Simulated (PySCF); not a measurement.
## Stretching BiH

Set-up: Bi aug-cc-pVDZ-PP with ECP60, H aug-cc-pVDZ; scalar-relativistic core potentials (PySCF 2.14). Energies in eV from Bi + H in their ground configurations at the same level. State: ³Σ⁻ (triplet), unpaired electrons π ↑↑.

All columns are PBE0. A positive dipole means Bi(−)H(+).

```csv
R (Å),E (eV),μ (D),Mulliken charge on Bi (basis-dependent),HOMO (eV),LUMO (eV),Mayer bond order,⟨S²⟩
1.552,-1.787,-0.08,-0.01,-6.12,-2.72,0.93,2.00
1.625,-2.078,-0.26,0.04,-6.12,-2.72,0.94,2.00
1.697,-2.244,-0.44,0.09,-6.13,-2.72,0.94,2.01
1.751,-2.305,-0.57,0.12,-6.14,-2.73,0.94,2.01
1.805,-2.323,-0.69,0.15,-6.15,-2.74,0.93,2.01
1.859,-2.305,-0.82,0.17,-6.16,-2.75,0.93,2.01
1.931,-2.240,-0.99,0.19,-6.19,-2.76,0.93,2.01
2.022,-2.108,-1.19,0.21,-6.22,-2.78,0.92,2.01
2.130,-1.900,-1.41,0.22,-6.26,-2.81,0.91,2.02
2.274,-1.579,-1.68,0.22,-6.33,-2.84,0.89,2.04
```

A fit through these points gives, at Re = 1.804 Å, μ = -0.69 D and dμ/dR = -2.36 D/Å; the reduced mass is 1.003 u.

Question: How strong is the fundamental in the double-harmonic approximation, I = 42.26·(dμ/dR)²/μred km/mol?

Answer: I = 42.26·(-2.36)²/1.003 = 235 km/mol at PBE0.

Spin–orbit coupling is left out, which matters for elements this heavy, above all for dissociation energies. The state was picked by a PBE0 search and need not be the measured ground state.
